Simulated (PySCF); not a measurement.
Computed properties of WF₅, SMILES [F][W+]([F])([F])([F])[F], charge +1, multiplicity 1

WF5, SMILES [F][W+]([F])([F])([F])[F], charge +1, multiplicity 1. Geometry: B3LYP-D3(BJ)/def2-SVP. The multiplicity is an assumed one; no other spin state was optimised. The isomer is the one that the SMILES or the coordinates give; other isomers of the formula were not compared. The def2 effective core potentials stand for the cores of W; spin–orbit coupling is left out. One conformer was computed; it need not be the lowest. All values are computed for the isolated molecule unless a solvent is named; none is compared with measurement here.

**Structure.** The optimised structure has D3h symmetry. All 12 harmonic modes at B3LYP-D3(BJ)/def2-SVP (PySCF) are real, so it is a minimum. With heavy atoms numbered as in [W+:1]([F:2])([F:3])([F:4])([F:5])[F:6], the shortest bond between them is W1–F5 at 1.797 Å and the longest W1–F3 at 1.822 Å.

**Vibrations.** The strongest infrared lines (harmonic, unscaled, degenerate partners summed) lie at 807 cm⁻¹ (235 km/mol, F 99 %), 787 cm⁻¹ (211 km/mol, F 83 %, W 17 %), 214 cm⁻¹ (33 km/mol, F 81 %, W 19 %). The softest mode is at 105 cm⁻¹ and the zero-point energy is 7.9 kcal/mol.

**Electronic structure.** HF/def2-TZVP (PySCF) places the frontier levels at -24.88 and -7.90 eV, a gap of 16.98 eV and a mean polarisability of 30.8 bohr³. PBE/def2-TZVP (PySCF) at the same geometry gives -17.25 and -11.75 eV, so its gap is 11.48 eV narrower. An orbital gap is neither the optical nor the fundamental gap.

**Excitations.** TDDFT-CAM-B3LYP/def2-SVPD (PySCF) has S1 at 6.25 eV (198 nm, f = 0.000, dark); the most intense of the 10 singlets computed lies at 6.44 eV (f = 0.02). Strengths of degenerate partners are summed. T1 (TDA) is at 5.64 eV. TDDFT-PBE/def2-SVPD (PySCF) puts S1 at 5.42 eV. No vertical singlet excitation falls in the visible range (under 3.1 eV).
